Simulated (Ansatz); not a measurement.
Cost and result for the atomization energy of CH7BSi2 (`[SiH3][SiH]1BC1`) (11 atoms, 11 bonds).

Z-matrix (Å, degrees):
```
Si
Si 1 2.321
H 1 1.488 2 108.0
H 1 1.487 2 110.4 3 -119.4
H 1 1.488 2 111.7 3 119.8
B 2 1.916 1 128.4 3 6.7
C 2 2.036 1 104.4 3 -35.4
H 2 1.491 1 113.4 3 -170.9
H 6 1.187 2 138.7 1 154.4
H 7 1.091 2 90.4 1 4.0
H 7 1.089 2 136.2 1 -117.7
```

Charge 0, multiplicity 1. The geometry is a stationary point of PBE0-D4/def2-TZVP. Program: Ansatz. All runs use 2 threads of an Arm Neoverse V2 on a shared host. Times are those of one run each, without the atoms' runs, and a repeat can differ threefold. Electronic energies, without spin–orbit coupling; frozen cores. CCSD(T)/CBS adds CCSD(T) − MP2 in def2-TZVPP to the MP2 limit, and its time is that of the two runs behind it. T1 = 0.014. B3LYP takes the VWN-RPA correlation (the form of Gaussian; ORCA's B3LYP/G).

CCSD(T)/CBS is a level of theory with its own doubt, some kJ/mol a heavy atom from the limit and from the frozen cores, so smaller differences don't rank the functionals.

| level | functions | wall time |
| --- | --- | --- |
| revPBE-D4/def2-TZVPP | 244 | 2.8 s |
| BLYP-D4/def2-TZVPP | 244 | 2.8 s |
| CCSD(T)/def2-SVP | 99 | 3.2 s |
| PBE0-D4/def2-TZVPP | 244 | 3.8 s |
| CAM-B3LYP-D4/def2-TZVPP | 244 | 4.5 s |
| B3LYP-D4/def2-TZVPP (with forces) | 244 | 6 s |
| B2PLYP/def2-TZVPP | 244 | 7 s |
| PBE-QIDH/def2-TZVPP | 244 | 7 s |
| B97M-V/def2-TZVPP | 244 | 14 s |
| ωB97M-V/def2-TZVPP (with forces) | 244 | 16 s |
| MP2/def2-QZVPP | 464 | 26 s |
| CCSD(T)/def2-TZVPP | 244 | 6.4 min |
| CCSD(T)/CBS(def2) | – | 6.8 min |

Question: What atomization energy does each give, and how far from CCSD(T)/CBS? (An estimate is asked.)

Answer: Computed: 
```json
{"level": "revPBE-D4/def2-TZVPP", "atomization (kJ/mol)": "3535.2", "difference from CCSD(T)/CBS": "-23.6", "per bond": "-2.1"}
{"level": "BLYP-D4/def2-TZVPP", "atomization (kJ/mol)": "3539.1", "difference from CCSD(T)/CBS": "-19.7", "per bond": "-1.8"}
{"level": "CCSD(T)/def2-SVP", "atomization (kJ/mol)": "3360.7", "difference from CCSD(T)/CBS": "-198.1", "per bond": "-18.0"}
{"level": "PBE0-D4/def2-TZVPP", "atomization (kJ/mol)": "3573.3", "difference from CCSD(T)/CBS": "14.5", "per bond": "1.3"}
{"level": "CAM-B3LYP-D4/def2-TZVPP", "atomization (kJ/mol)": "3575.3", "difference from CCSD(T)/CBS": "16.5", "per bond": "1.5"}
{"level": "B3LYP-D4/def2-TZVPP (with forces)", "atomization (kJ/mol)": "3571.4", "difference from CCSD(T)/CBS": "12.6", "per bond": "1.1"}
{"level": "B2PLYP/def2-TZVPP", "atomization (kJ/mol)": "3522.3", "difference from CCSD(T)/CBS": "-36.5", "per bond": "-3.3"}
{"level": "PBE-QIDH/def2-TZVPP", "atomization (kJ/mol)": "3549.9", "difference from CCSD(T)/CBS": "-8.9", "per bond": "-0.8"}
{"level": "B97M-V/def2-TZVPP", "atomization (kJ/mol)": "3612.6", "difference from CCSD(T)/CBS": "53.8", "per bond": "4.9"}
{"level": "ωB97M-V/def2-TZVPP (with forces)", "atomization (kJ/mol)": "3576.9", "difference from CCSD(T)/CBS": "18.1", "per bond": "1.7"}
{"level": "MP2/def2-QZVPP", "atomization (kJ/mol)": "3532.0", "difference from CCSD(T)/CBS": "-26.8", "per bond": "-2.4"}
{"level": "CCSD(T)/def2-TZVPP", "atomization (kJ/mol)": "3473.7", "difference from CCSD(T)/CBS": "-85.1", "per bond": "-7.7"}
{"level": "CCSD(T)/CBS(def2)", "atomization (kJ/mol)": "3558.8", "difference from CCSD(T)/CBS": "0.0", "per bond": "0.0"}
```

From r2SCAN to r2SCAN0 (25 % exact exchange), in def2-TZVPP and without D4, the atomization energy moves by −33.3 kJ/mol: exact exchange takes away binding that semilocal exchange gives to molecules. In def2-TZVPP, CCSD(T) changes the Hartree–Fock value by +779.2 kJ/mol (the triples alone add +45.9 kJ/mol) and MP2 by +787.2 kJ/mol; breaking electron pairs costs correlation energy, which Hartree–Fock lacks. Leaving LDA and LC-ωPBE aside and taking each functional with its dispersion term where it has one, the values, not all of them listed here, spread over 98.4 kJ/mol, from BHLYP-D4 to B97M-V. LDA lies +429.7 kJ/mol from PBE without D4, its usual overbinding.
